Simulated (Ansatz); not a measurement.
The molecule SO-, multiplicity 2 (lowest of 2S+1 = 2, 4 at CCSD(T)/def2-TZVPP on PBE0 minima; our sources give no spin for the ground state, which may be another).

The constants come from a fifth-degree fit in 1/R (seven points, main isotopes). In def2 and cc sets the state is the lowest found near the PBE0 minimum, followed along R.

Cores are frozen in the correlated methods. CBS: X⁻³ extrapolation of the correlation energy, Hartree–Fock from the larger set.

Run with Ansatz (Gaussian basis) for Hartree–Fock, density functionals and correlated methods. 

Task: What bond length and harmonic frequency does SVWN5/def2-TZVPP give?

Result: r_e = 1.582 Å, ω_e = 908 cm⁻¹.

Task: What bond length and harmonic frequency does B2PLYP/def2-TZVPP give?

Result: r_e = 1.590 Å, ω_e = 900 cm⁻¹.

Task: What bond length and harmonic frequency does CCSD(T)/CBS(aug-cc-pV(T+d)Z, aug-cc-pV(Q+d)Z) give?

Result: r_e = 1.570 Å, ω_e = 937 cm⁻¹.

Doubts at one or more of the structures used: T1 above 0.05 (CCSD(T)/CBS(aug-cc-pV(T+d)Z, aug-cc-pV(Q+d)Z)).

Ansatz is a first-principles code.
